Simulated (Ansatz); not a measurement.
The lowest singlet and triplet of O3 (SMILES O=[O+][O-]); geometries from B3LYP-D3(BJ)/def2-TZVP, each state relaxed from the structure named, with no frequency check.
Singlet at the triplet's geometry (charge 0, multiplicity 1):
```xyz
3

O     -1.1657    -0.2101     0.0000
O     -0.0083     0.3673     0.0000
O      1.1740    -0.1573     0.0000
```

A positive gap puts the triplet lower; no zero-point energy. R- takes a restricted singlet. U- takes an unrestricted singlet (broken symmetry where lower, unprojected). The triplet is unrestricted in single-reference levels. Active spaces average the two states.

Frozen-core correlation.

Programs: Ansatz (a program for electronic structure). Values without a source in brackets are computed.

```json
[
 {"level": "R-r2SCAN/def2-TZVPP", "gap E(singlet) − E(triplet), vertical, at the triplet's geometry (kcal/mol)": "-13.60"},
 {"level": "U-r2SCAN/def2-TZVPP (spin-contaminated)", "gap E(singlet) − E(triplet), vertical, at the triplet's geometry (kcal/mol)": "-13.93"},
 {"level": "U-wB97M-V/def2-TZVPP (spin-contaminated)", "gap E(singlet) − E(triplet), vertical, at the triplet's geometry (kcal/mol)": "-19.89"},
 {"level": "R-CCSDT(Q)/cc-pVDZ", "gap E(singlet) − E(triplet), vertical, at the triplet's geometry (kcal/mol)": "-41.65"},
 {"level": "SC-NEVPT2 on SA-CASSCF(12,9)/cc-pVDZ", "gap E(singlet) − E(triplet), vertical, at the triplet's geometry (kcal/mol)": "-28.08"},
 {"level": "SC-NEVPT2 on SA-CASSCF(12,9)/cc-pVQZ", "gap E(singlet) − E(triplet), vertical, at the triplet's geometry (kcal/mol)": "-29.19"},
 {"level": "FIC-NEVPT4(SD) on SA-CASSCF(12,9)/cc-pVQZ", "gap E(singlet) − E(triplet), vertical, at the triplet's geometry (kcal/mol)": "-29.64"},
 {"level": "FIC-MRCISD+Q on SA-CASSCF(12,9)/cc-pVDZ", "gap E(singlet) − E(triplet), vertical, at the triplet's geometry (kcal/mol)": "-28.20"},
 {"level": "FIC-MRCISD+Q on SA-CASSCF(12,9)/cc-pVQZ", "gap E(singlet) − E(triplet), vertical, at the triplet's geometry (kcal/mol)": "?"}
]
```

Question: Complete the blanks.

Answer: 
- FIC-MRCISD+Q on SA-CASSCF(12,9)/cc-pVQZ, gap E(singlet) − E(triplet), vertical, at the triplet's geometry (kcal/mol): -30.35

Doubts at one or more of the structures used: a restricted determinant that unrestricted orbitals would lower (R-r2SCAN/def2-TZVPP, R-CCSDT(Q)/cc-pVDZ); other coupled-cluster roots lie near (R-CCSDT(Q)/cc-pVDZ).
